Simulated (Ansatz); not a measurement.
Cost and result for the atomization energy of `[F][In]([SH])[Br]` (5 atoms, 4 bonds).

Z-matrix (Å, degrees):
```
In
F 1 1.935
Br 1 2.439 2 115.3
S 1 2.351 2 117.9 3 -179.9
H 4 1.345 1 92.2 2 -179.8
```

Charge 0, multiplicity 1. Correlated methods include outer-core shells of Br, In, which these sets cover unevenly. Scalar relativity is left out up to krypton. In takes the def2 core potential. Geometry: relaxed with PBE0-D4/def2-TZVP. It is one conformer, not always the lowest. Program: Ansatz. Hardware: A = 2 threads of an AMD EPYC 7R13 on a shared host; B = 2 threads of an AMD EPYC 7R13 on a shared host and a share of an NVIDIA H100 80 GB. Times are those of one run each, without the atoms' runs, and a repeat can differ threefold. Electronic energies, without spin–orbit coupling; frozen cores. CCSD(T)/CBS adds CCSD(T) − MP2 in def2-TZVPP to the MP2 limit, and its time is that of the two runs behind it. T1 = 0.013. With those shells the extrapolation isn't a true limit. B3LYP takes the VWN-RPA correlation (the form of Gaussian; ORCA's B3LYP/G).

CCSD(T)/CBS is a level of theory with its own doubt, some kJ/mol a heavy atom from the limit and from the frozen cores, so smaller differences don't rank the functionals.

```csv
level,functions,wall time
PBE-D4/def2-TZVPP (with forces) [A],185,2.3 s
PBE0-D4/def2-TZVPP [A],185,3.3 s
r2SCAN-D4/def2-TZVPP (with forces) [A],185,4.6 s
B3LYP-D4/def2-TZVPP (with forces) [A],185,5.5 s
B2PLYP/def2-TZVPP [A],185,6 s
ωB97X-V/def2-TZVPP [A],185,8 s
ωB97M-V/def2-TZVPP (with forces) [A],185,13 s
CCSD(T)/def2-QZVPP [B],328,20 s
CCSD(T)/def2-TZVPP [B],185,26 s
CCSD(T)/CBS(def2),–,46 s
```

**Question.** What atomization energy does each give, and how far from CCSD(T)/CBS? (An estimate is asked.)

**Answer.** The calculation gave: 
```tsv
level	atomization (kJ/mol)	difference from CCSD(T)/CBS	per bond
PBE-D4/def2-TZVPP (with forces) [A]	1365.4	1.1	0.3
PBE0-D4/def2-TZVPP [A]	1328.0	-36.3	-9.1
r2SCAN-D4/def2-TZVPP (with forces) [A]	1356.3	-8.0	-2.0
B3LYP-D4/def2-TZVPP (with forces) [A]	1303.7	-60.6	-15.1
B2PLYP/def2-TZVPP [A]	1303.2	-61.1	-15.3
ωB97X-V/def2-TZVPP [A]	1355.9	-8.4	-2.1
ωB97M-V/def2-TZVPP (with forces) [A]	1342.5	-21.8	-5.5
CCSD(T)/def2-QZVPP [B]	1343.7	-20.6	-5.2
CCSD(T)/def2-TZVPP [B]	1299.5	-64.8	-16.2
CCSD(T)/CBS(def2)	1364.3	0.0	0.0
```

From PBE to PBE0 (25 % exact exchange), in def2-TZVPP and without D4, the atomization energy moves by −35.8 kJ/mol: exact exchange takes away binding that semilocal exchange gives to molecules. In def2-TZVPP, CCSD(T) changes the Hartree–Fock value by +388.7 kJ/mol (the triples alone add +35.9 kJ/mol) and MP2 by +436.2 kJ/mol; breaking electron pairs costs correlation energy, which Hartree–Fock lacks. The D4 term adds +21.0 kJ/mol with B3LYP and +11.2 kJ/mol with PBE0; it sums over pairs of atoms, weighted by their polarisabilities, and B3LYP, whose exchange is more repulsive, gets the larger term.

Spin–orbit coupling would lower the free In atoms strongly, and the atomization energy with them, by more than many differences here.
